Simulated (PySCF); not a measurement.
Stretching SiOs

Set-up: basis Si def2-TZVPP, Os def2-TZVPP with ECP60; scalar-relativistic core potentials; PySCF 2.14. Energies in eV from Si + Os (5d6 6s2) in their ground configurations at the same level. State: ³Σ⁻ (triplet), unpaired electrons δ ↑↑.

Curves on a restricted Hartree–Fock reference rise too fast on stretching and do not dissociate correctly.

```csv
R (Å),ROHF-CCSD
1.914,-2.993
1.999,-3.513
2.063,-3.689
2.127,-3.728
2.191,-3.662
2.276,-3.457
2.382,-3.079
2.510,-2.539
```

Problem. Put a parabola through the three lowest points of the ROHF-CCSD curve and estimate Re, k and ωe (reduced mass 24.42 u; 1 eV/Å² = 0.16022 mdyn/Å; ωe = 1302.8·√(k/μ) cm⁻¹).

Solution. Through R = 2.063, 2.127, 2.191 Å the second-order coefficient is 12.8 eV/Å², so Re ≈ 2.119 Å, k ≈ 4.11 mdyn/Å and ωe ≈ 534 cm⁻¹. A polynomial fit of higher order to the unrounded ROHF-CCSD energies gives Re = 2.116 Å, k = 4.29 mdyn/Å, ωe = 546 cm⁻¹; anharmonicity and rounding make the difference.

The higher-order fit for each curve: ROHF-CCSD: Re = 2.116 Å, ωe = 546 cm⁻¹, De = 3.73 eV.

Correlated steps freeze 5 core orbitals. These are scalar-relativistic numbers at best; spin–orbit coupling would shift them, the dissociation energy most. The CCSD T1 diagnostic is raised, a sign that a single reference may not be enough here. The state is the lowest single determinant that the PBE0 search found; with open d or f shells the true ground state can be another one.
